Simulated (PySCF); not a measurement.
## BiBr3: one run

BiBr3 (singlet). PySCF 2.14.0, RKS PBE0, Bi def2-SVP with ECP60, Br def2-SVP; non-relativistic Hamiltonian with scalar-relativistic core potentials where named; density fitting; no spin-orbit coupling. Purpose: singlet excitations, Tamm-Dancoff PBE0.

```python
mol = gto.M(atom='''
Bi    -0.00000    -0.00000     0.78881
Br     2.35920     0.00002    -0.40028
Br    -1.17962     2.04312    -0.40028
Br    -1.17959    -2.04314    -0.40028''',
    basis={'Bi': 'def2-SVP', 'Br': 'def2-SVP'},
    ecp={'Bi': 'def2-SVP'},
    charge=0, spin=0)
mf = dft.RKS(mol, xc='PBE0')
mf.grids.atom_grid = (50, 194)
mf = mf.density_fit()  # fitting sets: Bi def2-universal-JKFIT, Br def2-universal-JKFIT
mf.conv_tol = 1e-08; mf.max_cycle = 55
mf.kernel(dm0)  # dm0: converged density of the relaxed state
td = mf.TDA(); td.nstates = 8; td.kernel()
```

Run from Python with OMP_NUM_THREADS=2; the lines above give its settings. Where DIIS fails, smearing, a level shift and second-order steps follow.
It took 29 s on 2 threads of Intel(R) Xeon(R) Platinum 8488C (Sapphire Rapids) (shared host), from an already converged density.

Q: Where do the frontier levels lie, over both spins?

A: HOMO -8.20 eV, LUMO -3.03 eV. 

Q: What does the SCF print?

A: 
```
init E= -7935.40484364533
cycle= 1 E= -7935.40852911186  delta_E= -0.00369  |g|= 0.0847  |ddm|= 0.28
cycle= 2 E= -7935.40731419756  delta_E= 0.00121  |g|= 0.0978  |ddm|= 0.181
cycle= 3 E= -7935.40933076769  delta_E= -0.00202  |g|= 0.0191  |ddm|= 0.139
cycle= 4 E= -7935.40946775048  delta_E= -0.000137  |g|= 0.00116  |ddm|= 0.0304
cycle= 5 E= -7935.40946823684  delta_E= -4.86e-07  |g|= 0.000387  |ddm|= 0.00285
cycle= 6 E= -7935.40946828011  delta_E= -4.33e-08  |g|= 7.55e-05  |ddm|= 0.000619
cycle= 7 E= -7935.40946828292  delta_E= -2.81e-09  |g|= 2.13e-05  |ddm|= 0.000204
Extra cycle  E= -7935.409468283  delta_E= -8e-11  |g|= 1.85e-05  |ddm|= 5.31e-05
converged SCF energy = -7935.409468283
```

Q: What are the Mulliken charges and spins?

A: 
```csv
atom,charge (e),spin (e)
Bi1,0.874,0.000
Br2,-0.291,0.000
Br3,-0.291,0.000
Br4,-0.291,0.000
```

Q: Which singlet excitations follow (Tamm-Dancoff, 8 states)?

A: 
| state | eV | oscillator strength |
| --- | --- | --- |
| 1 | 4.05 | 0.0157 |
| 2 | 4.05 | 0.0000 |
| 3 | 4.27 | 0.0076 |
| 4 | 4.27 | 0.0076 |
| 5 | 4.43 | 0.0008 |
| 6 | 4.43 | 0.0008 |
| 7 | 4.76 | 0.0006 |
| 8 | 4.76 | 0.0006 |
Functionals without range separation put charge-transfer states too low; the basis has no diffuse functions.

The geometry was relaxed with BP86 (Bi def2-SVP with ECP60, Br def2-SVP).
